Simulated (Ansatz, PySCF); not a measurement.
This triplet is an excited state, 0.64 eV above the relaxed singlet at the level frozen-core CCSD(T)/cc-pVTZ // PBE0-D3(BJ)/def2-TZVP (Ansatz, a quantum-chemistry and plane-wave program).

Cartesian coordinates (Å):
```xyz
8

B      2.1873    -0.1569     0.6570
Ge     0.3901    -1.0092     0.4556
Si    -1.6638     0.0752    -0.1070
H      3.1426    -0.8101     0.9429
H      2.2523     1.0246     0.4804
H     -1.4593     1.5379    -0.2930
H     -2.6508    -0.1501     0.9814
H     -2.1983    -0.5115    -1.3638
```
Charge 0, spin multiplicity 3.

### Question
What is the computed total energy, dipole moment and highest occupied spin orbital (PBE0-D3(BJ)/def2-TZVP (PySCF 2.14.0))?

### Answer

```yaml
total_energy: -2393.8616 Ha
dipole_moment: 0.86 D
highest_occupied_spin_orbital: -6.33 eV
```
